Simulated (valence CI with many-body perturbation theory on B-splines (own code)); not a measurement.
## Rh²³⁺: M1 decay

Method: valence CI with perturbative core correlation (CI+MBPT): four valence electrons over a frozen Dirac-Fock core [Ar], a basis of 9 s, 9 p, 10 d, 8 f, 5 g, 3 h, 1 i functions for each j, with the one-electron correlation potential Σ1, the two-electron term Σ2, the three-electron term Σ3, Breit, model QED; selected CI, second order for the rest (own B-spline code, finite nucleus).

No measured spectrum was set against this ion. As an estimate, terms of the open shell hold to 2 to 4 % of their energy, and close levels can change places. Core correlation moves these levels by up to 9700 cm⁻¹, and in measured spectra 5 to 20 % of such shifts remained as error; rates that hang on mixing are uncertain with them. Only levels of the ground parity were solved; by the run's estimate the other parity begins above the list, which can be wrong where configurations are misplaced.

Lines 1 to 50 of 120 in falling wavelength, among levels below 478180 cm⁻¹, chosen from the decays that carry over 1 % of a level's rate. Wavelengths and rates use the calculated energies, so an error of 3000 cm⁻¹ moves a line at 511.1 nm by 15 % and its rate by three times that or more. S is in atomic units (e²a₀⁴ for E2 and M2, e²a₀⁶ for E3), for M1 in squared Bohr magnetons. Weak lines are less certain than strong ones. Lines between different terms over intervals too small for the method are left out, as are lines whose strength nearly cancels.

Names give the largest LS component (configuration and term), which can be under half, so a name can repeat, a term be missing and a line seem to break the LS rules; names also repeat where a configuration has a term twice. Letters in brackets count levels of one name in rising energy.

| λ vac (nm) | Upper | Lower | Type | A (s⁻¹) | S (a.u.) |
| --- | --- | --- | --- | --- | --- |
| 1113 | 3d⁴ ⁵D_4 | 3d⁴ ⁵D_3 | M1 | 1.64e+01 | 7.56e+00 |
| 1039 | 3d⁴ ³H_6 | 3d⁴ ³H_5 | M1 | 1.17e+01 | 6.34e+00 |
| 748.9 | 3d⁴ ⁵D_3 | 3d⁴ ⁵D_2 | M1 | 9.90e+01 | 1.08e+01 |
| 593.6 | 3d⁴ ⁵D_2 | 3d⁴ ⁵D_1 | M1 | 2.34e+02 | 9.06e+00 |
| 521.3 | 3d⁴ ⁵D_1 | 3d⁴ ⁵D_0 | M1 | 2.93e+02 | 4.61e+00 |
| 511.1 | 3d⁴ ³G_3 | 3d⁴ ³H_4 | M1 | 5.51e+01 | 1.91e+00 |
| 486.0 | 3d⁴ ³P_2 [b] | 3d⁴ ³F_3 [a] | M1 | 6.17e+01 | 1.31e+00 |
| 422.0 | 3d⁴ ³H_5 | 3d⁴ ³H_4 | M1 | 2.37e+02 | 7.27e+00 |
| 413.2 | 3d⁴ ³F_2 [b] | 3d⁴ ³P_2 [d] | M1 | 9.13e+01 | 1.19e+00 |
| 381.3 | 3d⁴ ³G_4 | 3d⁴ ³G_3 | M1 | 3.00e+02 | 5.54e+00 |
| 367.1 | 3d⁴ ³P_2 [a] | 3d⁴ ³P_1 [a] | M1 | 2.37e+02 | 2.18e+00 |
| 355.8 | 3d⁴ ³P_2 [a] | 3d⁴ ³F_2 [a] | M1 | 6.04e+01 | 5.04e-01 |
| 349.1 | 3d⁴ ³P_2 [d] | 3d⁴ ³P_2 [c] | M1 | 1.50e+02 | 1.18e+00 |
| 343.0 | 3d⁴ ³P_2 [b] | 3d⁴ ³P_2 [a] | M1 | 1.02e+02 | 7.66e-01 |
| 331.0 | 3d⁴ ³F_4 [a] | 3d⁴ ³H_5 | M1 | 1.91e+02 | 2.31e+00 |
| 304.4 | 3d⁴ ³G_5 | 3d⁴ ³G_4 | M1 | 5.97e+02 | 6.87e+00 |
| 302.8 | 3d⁴ ³P_2 [c] | 3d⁴ ³D_1 | M1 | 2.16e+02 | 1.11e+00 |
| 300.4 | 3d⁴ ³P_1 [a] | 3d⁴ ³P_0 [a] | M1 | 6.20e+02 | 1.87e+00 |
| 284.7 | 3d⁴ ¹G_4 [a] | 3d⁴ ³G_5 | M1 | 2.06e+02 | 1.59e+00 |
| 272.6 | 3d⁴ ³F_3 [a] | 3d⁴ ³F_2 [a] | M1 | 2.46e+02 | 1.29e+00 |
| 264.9 | 3d⁴ ³D_1 | 3d⁴ ³P_2 [a] | M1 | 4.65e+02 | 9.61e-01 |
| 254.5 | 3d⁴ ³H_4 | 3d⁴ ⁵D_4 | M1 | 7.43e+02 | 4.09e+00 |
| 244.3 | 3d⁴ ³F_3 [a] | 3d⁴ ³G_3 | M1 | 9.38e+01 | 3.55e-01 |
| 240.2 | 3d⁴ ³P_2 [c] | 3d⁴ ³P_2 [b] | M1 | 2.03e+02 | 5.22e-01 |
| 231.9 | 3d⁴ ³F_2 [b] | 3d⁴ ¹F_3 | M1 | 3.07e+02 | 7.09e-01 |
| 229.3 | 3d⁴ ¹G_4 [a] | 3d⁴ ³D_3 | M1 | 1.78e+02 | 7.16e-01 |
| 220.6 | 3d⁴ ³G_5 | 3d⁴ ³H_6 | M1 | 4.38e+02 | 1.92e+00 |
| 218.4 | 3d⁴ ³G_4 | 3d⁴ ³H_4 | M1 | 9.47e+02 | 3.29e+00 |
| 215.8 | 3d⁴ ³D_3 | 3d⁴ ³F_2 [a] | M1 | 9.21e+02 | 2.40e+00 |
| 207.1 | 3d⁴ ³H_4 | 3d⁴ ⁵D_3 | M1 | 2.20e+02 | 6.51e-01 |
| 201.6 | 3d⁴ ³F_4 [b] | 3d⁴ ¹G_4 [a] | M1 | 1.75e+02 | 4.79e-01 |
| 197.7 | 3d⁴ ³D_3 | 3d⁴ ³G_3 | M1 | 1.17e+03 | 2.35e+00 |
| 194.7 | 3d⁴ ¹F_3 | 3d⁴ ³P_2 [b] | M1 | 1.52e+02 | 2.92e-01 |
| 190.3 | 3d⁴ ³P_2 [c] | 3d⁴ ³D_3 | M1 | 7.95e+02 | 1.01e+00 |
| 189.2 | 3d⁴ ³F_2 [b] | 3d⁴ ³P_2 [c] | M1 | 2.99e+02 | 3.76e-01 |
| 187.7 | 3d⁴ ¹G_4 [a] | 3d⁴ ³F_3 [a] | M1 | 7.21e+02 | 1.59e+00 |
| 185.5 | 3d⁴ ³F_4 [a] | 3d⁴ ³H_4 | M1 | 1.27e+03 | 2.71e+00 |
| 182.0 | 3d⁴ ³G_5 | 3d⁴ ³H_5 | M1 | 6.66e+02 | 1.64e+00 |
| 179.4 | 3d⁴ ³F_3 [b] | 3d⁴ ³P_2 [c] | M1 | 5.16e+02 | 7.73e-01 |
| 179.1 | 3d⁴ ¹I_6 | 3d⁴ ³H_6 | M1 | 1.00e+03 | 2.78e+00 |
| 177.3 | 3d⁴ ³P_2 [b] | 3d⁴ ³P_1 [a] | M1 | 3.79e+02 | 3.92e-01 |
| 174.6 | 3d⁴ ³P_2 [b] | 3d⁴ ³F_2 [a] | M1 | 5.60e+02 | 5.53e-01 |
| 169.9 | 3d⁴ ³G_3 | 3d⁴ ⁵D_4 | M1 | 1.02e+02 | 1.30e-01 |
| 167.1 | 3d⁴ ¹G_4 [a] | 3d⁴ ³F_4 [a] | M1 | 1.55e+03 | 2.42e+00 |
| 162.6 | 3d⁴ ³P_2 [b] | 3d⁴ ³G_3 | M1 | 1.21e+02 | 9.64e-02 |
| 160.8 | 3d⁴ ³P_2 [c] | 3d⁴ ³F_3 [a] | M1 | 4.63e+02 | 3.56e-01 |
| 160.6 | 3d⁴ ¹F_3 | 3d⁴ ³D_3 | M1 | 1.18e+03 | 1.27e+00 |
| 158.8 | 3d⁴ ³H_5 | 3d⁴ ⁵D_4 | M1 | 2.38e+02 | 3.88e-01 |
| 154.6 | 3d⁴ ³F_3 [b] | 3d⁴ ¹G_4 [a] | M1 | 8.48e+02 | 8.14e-01 |
| 153.9 | 3d⁴ ³D_1 | 3d⁴ ³P_1 [a] | M1 | 1.36e+03 | 5.51e-01 |
